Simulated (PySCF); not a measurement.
# SnI⁺: frontier orbitals

M06-2X at R = 2.614 Å; basis Sn x2c-SVPall, I x2c-SVPall; spin-free X2C with a Gaussian nucleus; PySCF 2.14. State: ¹Σ⁺ (singlet), closed shell. Only the outer orbitals are listed, counted within each symmetry.

```
orbital  occ.  ε (eV)  on Sn (%)           main shells (%)
    19σ     2  -26.83          9                    90 I s
    20σ     2  -19.62         75           75 Sn s, 17 I p
    21σ     2  -14.74         45  54 I p, 27 Sn p, 17 Sn s
    11π     2  -14.46         11            89 I p, 9 Sn p
    11π     2  -14.46         11            89 I p, 9 Sn p
    12π     0   -7.88         90            90 Sn p, 9 I p
    12π     0   -7.88         90            90 Sn p, 9 I p
    22σ     0   -5.25         77           71 Sn p, 23 I p
```

**Question.** Which are the highest filled and the lowest empty level, where do they sit, and how wide is the gap?

**Answer.** Highest filled 11π at -14.46 eV (in %: 89 I p, 9 Sn p); lowest empty 12π at -7.88 eV (in %: 90 Sn p, 9 I p); the gap at M06-2X is 6.58 eV.

| Quantity | Value |
| --- | --- |
| bond order (Mayer) | 1.57 |
| ⟨S²⟩ | 0.000 |
| charge on Sn (Mulliken, basis-dependent) | 1.00 |
| charge on Sn (Löwdin, basis-dependent) | 0.79 |
| dipole moment (positive dipole points towards I; it is taken about the centre of mass and depends on that origin) | -4.92 D |

Spin–orbit coupling is left out.
